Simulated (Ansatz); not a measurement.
Relaxation of CH₃AlCl₂ (7 atoms, charge 0, multiplicity 1), to a largest force component of 0.02 eV/Å in at most 40 steps.

Theory: RKS B3LYP/def2-SVP in Ansatz.

```xyz
7
Properties=species:S:1:pos:R:3
C -0.141 0.930 -0.152
Al 0.165 -0.961 0.151
Cl 1.870 -1.571 1.364
Cl -1.092 -2.476 -0.727
H -1.093 1.076 -0.814
H -0.354 1.499 0.807
H 0.706 1.434 -0.675
```

Q: Where does it end, and by what steps?

A: It converged. After 3 steps the energy has fallen by 0.157 eV; Cl3 moved furthest, 0.08 Å.

```
step  energy less start (eV)  largest force component (eV/Å)  accepted
   0                  0.0000                           1.616       yes
   1                 -0.1459                           0.494       yes
   2                 -0.1562                           0.081       yes
   3                 -0.1566                           0.010       yes
```

```xyz
7
Properties=species:S:1:pos:R:3
C -0.175 0.938 -0.167
Al 0.178 -0.943 0.143
Cl 1.805 -1.579 1.323
Cl -1.037 -2.457 -0.677
H -1.061 1.090 -0.801
H -0.338 1.465 0.788
H 0.689 1.419 -0.656
```

Whether the end is a true minimum wasn't checked by a vibrational analysis.

Run time: 11 s on 1 thread of AMD EPYC 7B13 (Zen 3), on a shared host, peak memory 0.17 GiB.
